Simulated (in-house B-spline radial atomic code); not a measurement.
Ionising Sn5+ with different functionals

Computed with a radial B-spline atomic code at the basis-set limit: non-relativistic Hamiltonian, point nucleus, spin-polarised at highest spin, spherical fractional occupations for the functionals, and exact exchange of hybrids averaged over the configuration. The ionisation energy is the difference of two self-consistent energies, [Kr] 4d9 → [Kr] 4d8, without Breit or QED terms; ε is the level of the shell that loses the electron (its least bound occupied spin orbital). There is no spin-orbit coupling in this Hamiltonian.

```tsv
method	rung	ΔSCF (eV)	-ε(4d) (eV)
PBE0	global hybrid	96.68	89.83
B3LYP	global hybrid	96.69	89.28
TPSSh	global hybrid	96.61	88.09
M06-2X	global hybrid	?	?
BHandHLYP	global hybrid	96.49	92.47
r2SCAN0	global hybrid	96.88	90.12
B97-1	global hybrid	96.63	89.30
HSE06	range-separated hybrid	?	?
wB97X	range-separated hybrid	96.45	92.16
CAM-B3LYP	range-separated hybrid	96.63	91.25
LC-wPBE	range-separated hybrid	96.64	92.41
```

(1) What does HSE06 give?

(2) What does M06-2X give?

(3) Among the functionals, which spreads more, the ΔSCF values or the orbital energies?

(4) How do they compare with the NIST value?

Results:

(1) ΔSCF 96.64 eV, and -ε(4d) = 89.38 eV.

(2) ΔSCF 96.56 eV, and -ε(4d) = 92.89 eV.

(3) The orbital energies: ΔSCF values span about 0.43 eV and the orbital energies 4.79 eV; here energy differences depend much less on the functional than eigenvalues do.

(4) NIST lists 94 eV ± 2 (tabulated theory, ground level to ground level). Errors run from +2.45 to +2.88 eV; all lie within about twice that uncertainty, so the table can't rank the methods.
